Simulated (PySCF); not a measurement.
PySCF input for GaCl₂, SMILES [Cl][Ga+][Cl], charge +1, ADC(2)/aug-cc-pVDZ. Coordinates come from a r2SCAN-D4/def2-TZVP optimisation. The multiplicity is an assumed one; other spin states were not compared. The isomer is the one that the SMILES or the coordinates give; other isomers of the formula were not compared.

```python
import numpy as np
from pyscf import gto, scf, dft, adc

mol = gto.M(
    atom='''
    Ga    0.00000000    0.00000000    0.00000000
    Cl    0.00000000    0.00000000   -2.02068475
    Cl    0.00000000    0.00000000    2.02068475
    ''',
    basis='aug-cc-pVDZ',
    charge=1,
    spin=0,
    max_memory=1600,
    verbose=4,
)
mf = scf.RHF(mol)
mf.conv_tol = 1e-10
mf.max_cycle = 100
mf.kernel()
res = {}
for kind, nroots in (('ee', 6), ('ip', 6), ('ea', 2)):
    a = adc.ADC(mf).density_fit('aug-cc-pvdz-ri')
    a.method, a.method_type = 'adc(2)', kind
    e, v, p, x = a.kernel(nroots=nroots)
    res[kind] = (e * 27.211386245988, p)
for kind, (e, p) in res.items():
    print(kind, 'energies / eV', np.round(e, 3), 'strengths', np.round(p, 4))
```

Output:

```
PySCF version 2.14.0

[INPUT] verbose = 4
[INPUT] num. atoms = 3
[INPUT] num. electrons = 64
[INPUT] charge = 1
[INPUT] spin (= nelec alpha-beta = 2S) = 0
[INPUT] symmetry False subgroup None
[INPUT] Mole.unit = angstrom
[INPUT] Symbol           X                Y                Z      unit          X                Y                Z       unit  Magmom
[INPUT]  1 Ga     0.000000000000   0.000000000000   0.000000000000 AA    0.000000000000   0.000000000000   0.000000000000 Bohr   0.0
[INPUT]  2 Cl     0.000000000000   0.000000000000  -2.020684750000 AA    0.000000000000   0.000000000000  -3.818540761585 Bohr   0.0
[INPUT]  3 Cl     0.000000000000   0.000000000000   2.020684750000 AA    0.000000000000   0.000000000000   3.818540761585 Bohr   0.0

nuclear repulsion = 313.863351167281
number of shells = 25
number of NR pGTOs = 186
number of NR cGTOs = 90
basis = aug-cc-pVDZ
ecp = {}


******** <class 'pyscf.scf.hf.RHF'> ********
method = RHF
initial guess = minao
damping factor = 0
level_shift factor = 0
DIIS = <class 'pyscf.scf.diis.CDIIS'>
diis_start_cycle = 1
diis_space = 8
diis_damp = 0
SCF conv_tol = 1e-10
SCF conv_tol_grad = None
SCF max_cycles = 100
direct_scf = True
direct_scf_tol = 1e-13
Set gradient conv threshold to 1e-05
Initial guess from minao.
init E= -2842.18463319456
  HOMO = -0.464551762540768  LUMO = -0.0912995729926338  gap/eV = 10.15671
cycle= 1 E= -2841.96206728839  delta_E= 0.223  |g|= 0.436  |ddm|= 1.54
  HOMO = -0.716201160092818  LUMO = -0.261566640557555  gap/eV = 12.37124
cycle= 2 E= -2842.02587563626  delta_E= -0.0638  |g|= 0.205  |ddm|= 0.851
  HOMO = -0.711850316499244  LUMO = -0.211306143507909  gap/eV = 13.62050
cycle= 3 E= -2842.03819394182  delta_E= -0.0123  |g|= 0.028  |ddm|= 0.292
  HOMO = -0.700879083871494  LUMO = -0.20041019368457  gap/eV = 13.61845
cycle= 4 E= -2842.03853358854  delta_E= -0.00034  |g|= 0.00668  |ddm|= 0.0495
  HOMO = -0.70253499948123  LUMO = -0.200647356560541  gap/eV = 13.65706
cycle= 5 E= -2842.03855695614  delta_E= -2.34e-05  |g|= 0.00163  |ddm|= 0.0128
  HOMO = -0.702330998553374  LUMO = -0.200663761055881  gap/eV = 13.65106
cycle= 6 E= -2842.03855889028  delta_E= -1.93e-06  |g|= 0.000342  |ddm|= 0.00413
  HOMO = -0.702342278659647  LUMO = -0.200695872494061  gap/eV = 13.65049
cycle= 7 E= -2842.03855901324  delta_E= -1.23e-07  |g|= 8.65e-05  |ddm|= 0.000985
  HOMO = -0.702339654906927  LUMO = -0.200700475368967  gap/eV = 13.65030
cycle= 8 E= -2842.03855902063  delta_E= -7.39e-09  |g|= 1.9e-05  |ddm|= 0.000262
  HOMO = -0.702337371072278  LUMO = -0.200700677459114  gap/eV = 13.65023
cycle= 9 E= -2842.03855902101  delta_E= -3.79e-10  |g|= 3.02e-06  |ddm|= 6.51e-05
  HOMO = -0.702337217309088  LUMO = -0.200700498500784  gap/eV = 13.65023
cycle= 10 E= -2842.03855902101  delta_E= -6.37e-12  |g|= 5.1e-07  |ddm|= 8.54e-06
  HOMO = -0.702337229026118  LUMO = -0.200700451362021  gap/eV = 13.65023
Extra cycle  E= -2842.03855902101  delta_E= 9.09e-12  |g|= 1.73e-07  |ddm|= 1.05e-06
converged SCF energy = -2842.03855902101

******** <class 'pyscf.adc.radc.RADC'> ********
******** ADC Orbital Information ********
Number of Frozen Occupied Orbitals: 0
Number of Frozen Virtual Orbitals: 0
Number of Active Occupied Orbitals: 32
Number of Active Virtual Orbitals: 58
*****************************************
******** <class 'pyscf.df.df.DF'> ********
auxbasis = aug-cc-pvdz-ri
Reference correlation energy (doubles): -0.37374841
MP2 correlation energy of reference state (a.u.) = -0.37374841

******** <class 'pyscf.adc.radc_ee.RADCEE'> ********
max_space = 12
max_cycle = 50
conv_tol = 1e-08

*************************************************************
        ADC calculation summary (singlet states only)
*************************************************************
adc(2) root 0  |  Energy (Eh) =   0.2176696887  |  Energy (eV) =   5.92309392  |  Osc. strength = 0.00000000  |  conv = True
adc(2) root 1  |  Energy (Eh) =   0.2176696887  |  Energy (eV) =   5.92309392  |  Osc. strength = 0.00000000  |  conv = True
adc(2) root 2  |  Energy (Eh) =   0.2424475964  |  Energy (eV) =   6.59733513  |  Osc. strength = 0.04873810  |  conv = True
adc(2) root 3  |  Energy (Eh) =   0.2424475964  |  Energy (eV) =   6.59733513  |  Osc. strength = 0.04873810  |  conv = True
adc(2) root 4  |  Energy (Eh) =   0.2718296784  |  Energy (eV) =   7.39686231  |  Osc. strength = 0.00000000  |  conv = True
adc(2) root 5  |  Energy (Eh) =   0.2741763572  |  Energy (eV) =   7.46071869  |  Osc. strength = 0.00000000  |  conv = True

******** <class 'pyscf.adc.radc.RADC'> ********
******** ADC Orbital Information ********
Number of Frozen Occupied Orbitals: 0
Number of Frozen Virtual Orbitals: 0
Number of Active Occupied Orbitals: 32
Number of Active Virtual Orbitals: 58
*****************************************
******** <class 'pyscf.df.df.DF'> ********
auxbasis = aug-cc-pvdz-ri
Reference correlation energy (doubles): -0.37374841
MP2 correlation energy of reference state (a.u.) = -0.37374841

******** <class 'pyscf.adc.radc_ip.RADCIP'> ********
max_space = 12
max_cycle = 50
conv_tol = 1e-08

*************************************************************
        ADC calculation summary (doublet states only)
*************************************************************
adc(2) root 0  |  Energy (Eh) =   0.6577989924  |  Energy (eV) =  17.89962231  |  Spec. factor = 1.79221466  |  conv = True
adc(2) root 1  |  Energy (Eh) =   0.6577989924  |  Energy (eV) =  17.89962231  |  Spec. factor = 1.79221466  |  conv = True
adc(2) root 2  |  Energy (Eh) =   0.6791763356  |  Energy (eV) =  18.48132944  |  Spec. factor = 1.79395837  |  conv = True
adc(2) root 3  |  Energy (Eh) =   0.6791763357  |  Energy (eV) =  18.48132945  |  Spec. factor = 1.79395837  |  conv = True
adc(2) root 4  |  Energy (Eh) =   0.7320113098  |  Energy (eV) =  19.91904232  |  Spec. factor = 1.80551012  |  conv = True
adc(2) root 5  |  Energy (Eh) =   0.8003078257  |  Energy (eV) =  21.77748518  |  Spec. factor = 1.80051466  |  conv = True

******** <class 'pyscf.adc.radc.RADC'> ********
******** ADC Orbital Information ********
Number of Frozen Occupied Orbitals: 0
Number of Frozen Virtual Orbitals: 0
Number of Active Occupied Orbitals: 32
Number of Active Virtual Orbitals: 58
*****************************************
******** <class 'pyscf.df.df.DF'> ********
auxbasis = aug-cc-pvdz-ri
Reference correlation energy (doubles): -0.37374841
MP2 correlation energy of reference state (a.u.) = -0.37374841

******** <class 'pyscf.adc.radc_ea.RADCEA'> ********
max_space = 12
max_cycle = 50
conv_tol = 1e-08

*************************************************************
        ADC calculation summary (doublet states only)
*************************************************************
adc(2) root 0  |  Energy (Eh) =  -0.2419341037  |  Energy (eV) =  -6.58336229  |  Spec. factor = 1.88227067  |  conv = True
adc(2) root 1  |  Energy (Eh) =  -0.1920691072  |  Energy (eV) =  -5.22646662  |  Spec. factor = 1.89961717  |  conv = True
ee energies / eV [5.923 5.923 6.597 6.597 7.397 7.461] strengths [0.     0.     0.0487 0.0487 0.     0.    ]
ip energies / eV [17.9   17.9   18.481 18.481 19.919 21.777] strengths [1.7922 1.7922 1.794  1.794  1.8055 1.8005]
ea energies / eV [-6.583 -5.226] strengths [1.8823 1.8996]
```

Self-consistency was reached.

Cost: about 2.3 core-minutes (a rough figure).
